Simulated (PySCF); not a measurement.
OTi, SMILES [Ti]=[O] (connectivity only; charge and spin as stated), neutral, multiplicity 3. Geometry: PBE-D3(BJ)/def2-TZVPD. The spin state was assumed, not searched.

Calculation: PBE-D3(BJ)/def2-TZVPD (PySCF).

Harmonic wavenumbers (cm⁻¹): 1020. Rotational constants (GHz): 16.10 (linear); symmetry number 1.

Q: Work out the zero-point energy and the ideal-gas rigid-rotor harmonic-oscillator thermochemistry at 298.15 K and 1 atm.

A: ZPE = ½ Σ hcν = ½ × 1020 cm⁻¹ = 6.10 kJ/mol. H − E(el) = 14.86 kJ/mol. Entropy in J/(mol K): translation 160.59, rotation 57.83, vibration 0.36, spin 9.13, total 227.92. G − E(el) = -53.09 kJ/mol. Cp = 30.59 J/(mol K).
